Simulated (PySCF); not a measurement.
# How methods differ on the excitation energy of Cl

Cl [Ne] 3s2 3p5 (2P) → Cl [Ne] 3s1 3p6 (2S), as a difference of total energies. Calculation: PySCF 2.14, in aug-cc-pV(Q+d)Z (7s6p5d3f2g, 89 functions); the non-relativistic Hamiltonian (point nucleus). Correlated levels: valence: [Ne] frozen. The calculations carry no spin-orbit coupling.

| method | excitation energy (eV) | error (eV) |
| --- | --- | --- |
| UHF | 15.413 | +4.827 |
| LDA | 11.761 | +1.175 |
| PBE | 12.000 | +1.414 |
| PBE0 | 12.865 | +2.279 |
| r2SCAN | 12.750 | +2.164 |
| LC-wPBE | 13.085 | +2.499 |
| PBEsol | 11.915 | +1.329 |
| revPBE | 12.029 | +1.443 |
| M06 | 12.845 | +2.259 |
| MP2 (valence) | 12.942 | +2.356 |
| SCS-MP2 (valence) | 12.697 | +2.111 |

Reference: 10.586 eV (measured; NIST levels, between the centres of gravity of the two terms).

Errors of the correlated levels include the incompleteness of this basis and the frozen core.
